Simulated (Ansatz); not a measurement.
# Ligand exchange: C2H5FO + C2H10OSi2 → C2H6O2 + C2H9FSi2

Species: C2H5FO (methoxymethyl fluoride) `COCF`, singlet; C2H10OSi2 `C[SiH2]C[SiH2]O`, singlet; C2H6O2 `COCO`, singlet; C2H9FSi2 `C[SiH2]C[SiH2]F`, singlet. The partners trade F for OH: C–F and Si–OH bonds give way to C–OH and Si–F.

Shapes, held fixed at every level: PBE0-D4/def2-TZVP. Flexible molecules stand in one conformer, not always the lowest. Programs: Ansatz 0.2.0. Electronic energies: no zero-point or thermal term.

```json
{"level": "r2SCAN-D4/def2-TZVPP", "kind": "meta-GGA", "ΔE (kJ/mol)": "-42.4", "less CCSD(T)/CBS estimate": "+3.6"}
{"level": "B3LYP-D4/def2-TZVPP", "kind": "global hybrid", "ΔE (kJ/mol)": "-43.1", "less CCSD(T)/CBS estimate": "+2.9"}
{"level": "PBE0-D4/def2-TZVPP", "kind": "global hybrid", "ΔE (kJ/mol)": "-42.8", "less CCSD(T)/CBS estimate": "+3.2"}
{"level": "wB97M-V/def2-TZVPP", "kind": "range-separated hybrid", "ΔE (kJ/mol)": "-43.3", "less CCSD(T)/CBS estimate": "+2.7"}
{"level": "MP2/def2-TZVPP", "kind": "perturbation theory", "ΔE (kJ/mol)": "-45.9", "less CCSD(T)/CBS estimate": "+0.1"}
{"level": "CCSD(T)/def2-TZVPP", "kind": "coupled cluster or CI", "ΔE (kJ/mol)": "-44.5", "less CCSD(T)/CBS estimate": "+1.5"}
{"level": "CCSD(T)/CBS estimate", "kind": "coupled cluster or CI", "ΔE (kJ/mol)": "-46.0", "less CCSD(T)/CBS estimate": "0.0"}
```

The highest level, CCSD(T)/CBS estimate, gives ΔE = -46.0 kJ/mol; the levels span -46.0 to -42.4. The column of differences is taken from that level and isn't an error. No measured value is set beside it here. The CBS estimate extrapolates MP2 from def2-TZVPP and def2-QZVPP and adds CCSD(T) − MP2 in the triple-zeta set, cores frozen.
